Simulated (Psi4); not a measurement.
BaO: a line through the functionals

BaO: 2 atoms, total charge 0, spin state singlet. SMILES: `[O][Ba]`. Geometry: relaxed at PBE0-D4/def2-TZVP.

The dipole moment y, in D, basis def2-TZVP with a core potential; a is the functional's share of exact exchange. Programs: Psi4 1.11.

| functional | program | a | y (D) |
| --- | --- | --- | --- |
| r2SCAN | Psi4 | 0 | 7.36 |
| TPSS | Psi4 | 0 | 7.25 |
| TPSSh | Psi4 | 0.1 | ? |
| B3LYP | Psi4 | 0.2 | 7.65 |
| PBE0 | Psi4 | 0.25 | 7.70 |
| BHLYP | Psi4 | 0.5 | 8.27 |

**Question.** Fit y = c + s·a to the known rows and predict TPSSh.

**Answer.** 
1. Means of the 5 rows: a = 0.1900, y = 7.646.
2. Σ(Δa)² = 0.172, Σ(Δa·Δy) = 0.3263, so the slope is 0.3263/0.172 = 1.8971.
3. Intercept: 7.646 − (1.8971) × 0.1900 = 7.286. The largest residual of the fit is 0.074.
4. TPSSh: 7.286 + (1.8971) × 0.1 = 7.48 D.

The run gave 7.50 D, so the prediction is off by -0.02 D, within the largest residual. More exact exchange makes the molecule more polar here. The rows mix families of semi-local functionals, which the line can't see.
